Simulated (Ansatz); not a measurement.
Species: CH2NO, charge 1, singlet. CH2NO+ (SMILES [OH+]=C=N).
B3LYP-D3(BJ)/def2-TZVP minimum from Ansatz (an electronic-structure program):
```
C
N 1 1.1405
O 1 1.2401 2 174.27
H 3 0.9817 1 117.72 2 -180.00
H 2 1.0092 4 165.89 3 180.00
```
Charge +1, spin multiplicity 1.

Total energies in cc-pVTZ, 16 correlated electrons, 3 frozen orbitals. Open shells are spin-unrestricted; no spin-orbit coupling. Correlated methods leave the cores frozen. No relativity.

```
method    program  energy (Eh)  minus CCSDT(Q) (mEh)
--------  -------  -----------  --------------------
HF         Ansatz   -168.09751                599.36
MP2        Ansatz   -168.66554                 31.33
CCSD       Ansatz   -168.66944                 27.44
CCSD(T)    Ansatz   -168.69526                  1.61
CCSDT(Q)   Ansatz   -168.69687                  0.00
```

Rough core times of Ansatz's runs on a shared machine: CCSD(T) under 20 s, CCSDT(Q) 20 min.
